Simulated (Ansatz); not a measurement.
`C[Se][AlH2]` + `C=C=N` → `C=C=[N][AlH2]` + `C[SeH]` at 500 K and 1 bar (ligand exchange at the Al–Se bond).

Computed with Ansatz on PBE0-D4/def2-TZVP structures; ΔE is electronic, products minus reactants. CCSD(T)/CBS is the MP2 limit (def2-TZVPP, def2-QZVPP) plus CCSD(T) − MP2 in def2-TZVPP, frozen cores. This one scheme is used for every species. For Se outer-core shells are correlated without core-valence functions, which leaves a few kJ/mol of doubt a bond. Scalar relativity is left out up to krypton. One conformer a species, not always the lowest.

```json
{"species": "`C[Se][AlH2]`", "CCSD(T)/CBS energy (Eh)": "-2683.80327", "H − E (kJ/mol)": "173.4", "S (J/(mol·K))": "375.1"}
{"species": "`C=C=N`", "CCSD(T)/CBS energy (Eh)": "-132.55079", "H − E (kJ/mol)": "140.3", "S (J/(mol·K))": "282.8"}
{"species": "`C=C=[N][AlH2]`", "CCSD(T)/CBS energy (Eh)": "-375.19639", "H − E (kJ/mol)": "164.6", "S (J/(mol·K))": "357.6"}
{"species": "`C[SeH]`", "CCSD(T)/CBS energy (Eh)": "-2441.15625", "H − E (kJ/mol)": "142.1", "S (J/(mol·K))": "299.3"}
```

H − E and S are ideal-gas, rigid-rotor, harmonic terms from PBE0-D4/def2-TZVP, for one conformer and one mirror image of each species. 1 Eh = 2625.50 kJ/mol, R = 8.31446 J/(mol·K).

**Question.** By hand: ΔE, ΔH, ΔS and ΔG.

**Answer.** ΔE = (-375.19639) + (-2441.15625) − (-2683.80327) − (-132.55079) = 0.00142 Eh = 3.7 kJ/mol. Δ(H − E) = 164.6 + 142.1 − 173.4 − 140.3 = -7.0, so ΔH = -3.3 kJ/mol. ΔS = 357.6 + 299.3 − 375.1 − 282.8 = -1.0 J/(mol·K). ΔG = -3.3 − 500 × (-1.0)/1000 = -2.8 kJ/mol.

**Question.** By hand: the equilibrium constant, and the temperature at which ΔG would vanish if ΔH and ΔS stayed fixed.

**Answer.** log₁₀ K = −ΔG/(RT ln 10) = 0.3. ΔG = 0 at ΔH/ΔS = 3300 K, far beyond where these terms or the molecules hold.

The number of gas molecules stays the same, so ΔS is small and ΔH decides. The sign of ΔG lies within the doubt. A doubt of 5 kJ/mol in ΔE shifts log₁₀ K by 0.5 here. Other conformers and mirror images would add mixing entropy, several J/(mol·K) or more a flexible species. These are equilibria of isolated gas molecules and say nothing of rates. Largest T1 diagnostic: 0.015 (customary marks: 0.02 for closed shells, 0.045 for open ones).
